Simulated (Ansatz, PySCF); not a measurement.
Species: InCl, net charge -1, doublet state. 
Geometry from a B3LYP-D3(BJ)/def2-TZVP (Ansatz, a first-principles code) optimisation:
```
In
Cl 1 2.6252
```
Charge -1, spin multiplicity 2.

Total electronic energies in hartree. Cores are frozen in the correlated levels unless marked. Open shells are spin-unrestricted. Spin-orbit coupling is left out. The frozen core is the preceding noble-gas configuration, with the filled d and f shells of earlier blocks. Past Kr the def2 sets carry scalar-relativistic core potentials. CBS(X,Y): correlation extrapolated as X^-3; Hartree-Fock from the larger set.

```json
[
 {"level": "RI-HF/def2-QZVPP", "program": "Ansatz", "energy (Eh)": "-648.82764"},
 {"level": "BLYP/def2-TZVPD", "program": "Ansatz", "energy (Eh)": "-650.40801"},
 {"level": "TPSS-D3(BJ)/def2-TZVPD", "program": "PySCF + dftd3", "energy (Eh)": "-650.38800"},
 {"level": "M06-L-D4/def2-TZVPD", "program": "PySCF + dftd4", "energy (Eh)": "-650.57669"},
 {"level": "M06-L/def2-TZVPD", "program": "PySCF", "energy (Eh)": "-650.57661"},
 {"level": "PW6B95-D3(BJ)/def2-TZVPD", "program": "PySCF + dftd3", "energy (Eh)": "-650.91393"},
 {"level": "wB97M-V/def2-TZVPD", "program": "Ansatz", "energy (Eh)": "-650.36901"},
 {"level": "B2PLYP-D3(BJ)/def2-TZVPD", "program": "Ansatz + dftd3", "energy (Eh)": "-650.03472"},
 {"level": "MP2/def2-SVP", "program": "Ansatz", "energy (Eh)": "-648.80735"},
 {"level": "MP2/def2-TZVPP", "program": "Ansatz", "energy (Eh)": "-649.05009"},
 {"level": "RI-MP2/def2-TZVPPD", "program": "Ansatz", "energy (Eh)": "-649.05718"},
 {"level": "RI-MP2/def2-QZVPP", "program": "Ansatz", "energy (Eh)": "-649.09227"},
 {"level": "SCS-MP2/def2-SVPD", "program": "Ansatz", "energy (Eh)": "-648.84691"},
 {"level": "CCSD/def2-SVPD", "program": "Ansatz", "energy (Eh)": "-648.87341"},
 {"level": "CCSD(T)/CBS(def2-TZVPPD,def2-QZVPPD)", "program": "Ansatz", "energy (Eh)": "-649.1473"}
]
```

Totals of different functionals don't rank their quality; only differences between species are comparable.
